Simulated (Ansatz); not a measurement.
Co₃⁺, 3 atoms. Hardware: 4 threads of Intel Xeon Platinum 8488C on a shared host.

The 6-31G sets use Cartesian d functions. Correlated methods freeze 15 core orbitals; core or outer-core shells of Co are correlated, in sets that lack core-valence functions.

(1) How many basis functions does each of these Ansatz runs have, and roughly what does it cost? PBE-D4/def2-TZVP, charge 1 triplet, energy, from earlier orbitals; B3LYP-D4/def2-TZVP, charge 1 triplet, energy, from earlier orbitals; PBE0-D4/def2-TZVP, charge 1 septet, energy, from earlier orbitals; PBE with 10 % exact exchange/def2-TZVP, charge 1 triplet, energy, from earlier orbitals; PBE with 5 % exact exchange/def2-TZVP, charge 1 triplet, energy, from earlier orbitals; revPBE-D4/def2-TZVP, charge 1 septet, energy, from earlier orbitals; r2SCAN-D4/def2-TZVP, charge 1 triplet, energy, from earlier orbitals; B3LYP-D4/def2-TZVP, charge 1 septet, energy, from earlier orbitals; PBE with 15 % exact exchange/def2-TZVP, charge 1 septet, energy, from earlier orbitals; HF/6-31G, charge 1 triplet, energy; LDA (SPW92)/def2-TZVP, charge 1 triplet, energy, from earlier orbitals; B2PLYP/def2-TZVP, charge 1 septet, energy, from earlier orbitals.

## Answers

(1) Other jobs shared the machine, so times can vary by a factor of up to 3. A dash marks memory too small to be measured apart from the calling script's.

```csv
run,functions,fitting or Cholesky vectors,wall time,peak host memory (GiB)
"LDA (SPW92)/def2-TZVP, charge 1 triplet, energy, from earlier orbitals",135,1362,7 s,–
"PBE-D4/def2-TZVP, charge 1 triplet, energy, from earlier orbitals",135,1362,12 s,–
"revPBE-D4/def2-TZVP, charge 1 septet, energy, from earlier orbitals",135,1362,14 s,–
"HF/6-31G, charge 1 triplet, energy",87,824,26 s,–
"B3LYP-D4/def2-TZVP, charge 1 triplet, energy, from earlier orbitals",135,1329,27 s,0.79
"PBE with 10 % exact exchange/def2-TZVP, charge 1 triplet, energy, from earlier orbitals",135,1329,27 s,0.78
"PBE with 5 % exact exchange/def2-TZVP, charge 1 triplet, energy, from earlier orbitals",135,1329,28 s,0.66
"r2SCAN-D4/def2-TZVP, charge 1 triplet, energy, from earlier orbitals",135,1362,49 s,–
"PBE with 15 % exact exchange/def2-TZVP, charge 1 septet, energy, from earlier orbitals",135,1329,52 s,0.81
"B2PLYP/def2-TZVP, charge 1 septet, energy, from earlier orbitals",135,1329,65 s,0.81
"B3LYP-D4/def2-TZVP, charge 1 septet, energy, from earlier orbitals",135,1329,67 s,0.83
"PBE0-D4/def2-TZVP, charge 1 septet, energy, from earlier orbitals",135,1329,72 s,0.82
```
